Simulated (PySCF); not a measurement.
Delta-SCF ions had no search for a lower state. Excitations are Tamm–Dancoff values on a coarser integration grid. The basis has no diffuse functions, so Rydberg states are missing or too high.

Z-matrix (Å, degrees):
```
Si
O 1 1.6479
H 2 0.9575 1 117.82
H 1 1.4804 2 105.91 3 -179.94
H 1 1.4889 4 109.87 2 120.72
H 1 1.4889 4 109.87 5 118.55
```
Charge 0, multiplicity 1.

Give the S1 excitation (TDA), S1 oscillator strength and vertical ionisation energy (Delta-SCF) at the level PBE0-D3(BJ)/def2-TZVP in PySCF.


| Item | Value |
|---|---|
| S1 excitation (TDA) | 7.14 eV |
| S1 oscillator strength | 0.002 |
| vertical ionisation energy (Delta-SCF) | 11.23 eV |
